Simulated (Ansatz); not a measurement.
Species: C3H2N3, charge -1, multiplicity 1. It need not be the lowest isomer of its formula. Whether it binds its extra electron was not tested at this geometry. SMILES: [c-]1ncncn1
Geometry: optimised at B3LYP-D3(BJ)/def2-TZVP (Ansatz, a quantum-chemistry and plane-wave program).

Parts of the frozen-core correlation energy in STO-3G (Ansatz, hartree). Frozen orbitals: 6; correlated occupied orbitals by spin: 15 and 15; virtual: 11 and 11. Spin-orbit coupling is left out. No relativistic terms. The restricted reference is unstable.

| term | value |
|---|---|
| reference (HF) | -274.37152 |
| MP2 opposite-spin | [?] |
| MP2 same-spin | [?] |
| CCSD correlation | [?] |
| (T) | -0.01366 |
| T1 diagnostic | 0.014 |
| largest doubles amplitude | 0.127 |

Q: Complete the blanks.

A: 
- MP2 opposite-spin, value: -0.25317
- MP2 same-spin, value: -0.07837
- CCSD correlation, value: -0.37998
